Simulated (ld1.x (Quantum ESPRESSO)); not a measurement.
## aluminium: what ld1.x (Quantum ESPRESSO) 7.5 does with a changed input

Command:

```bash
ld1.x < Al.in > Al.out
```

Input:

```
&input
   title='Al', zed=13., rel=0, dft='PBESOL', iswitch=3,
   config='[Ne] 3s2 3p1',
   nld=2, rlderiv=3.05, eminld=-3.0, emaxld=5.0, deld=0.02
 /
 &inputp
   pseudotype=3, zval=30.0, tm=.true., lloc=-1, rcloc=2.35,
   nlcc=.true.,
   which_augfun='PSQ', rmatch_augfun_nc=.true.,
   file_pseudopw='Al.UPF', file_wfcaegen='ae.wfc', file_wfcncgen='nc.wfc', file_beta='beta', file_chi='chi', file_wfcusgen='us.wfc'
 /
4
3S  1  0   2.00   0.00  1.65  1.80  0.0
3S  1  0   0.00   2.45  1.65  1.80  0.0
3P  2  1   1.00   0.00  2.65  2.80  0.0
3P  2  1   0.00   2.00  2.65  2.80  0.0
 &test
   configts(1)='3s2 3p1'
 /
```

This is an input that runs to its end, with one change: valence charge typed as zval=30.0.

Q: How does the run end?

A: The program refuses the input: "ld1_readin: supplied ( 30.00) and calculated (  3.00) valence charge do not match".

```
Program LD1 v.7.5

 %%%%%%%%%%%%%%%%%%%%%%%%%%%%%%%%%%%%%%%%%%%%%%%%%%%%%%%%%%%%%%%%%%%%%%%%%%%%%%
     Error in routine ld1_readin (1):
     supplied ( 30.00) and calculated (  3.00) valence charge do not match
 %%%%%%%%%%%%%%%%%%%%%%%%%%%%%%%%%%%%%%%%%%%%%%%%%%%%%%%%%%%%%%%%%%%%%%%%%%%%%%

     stopping ...
```
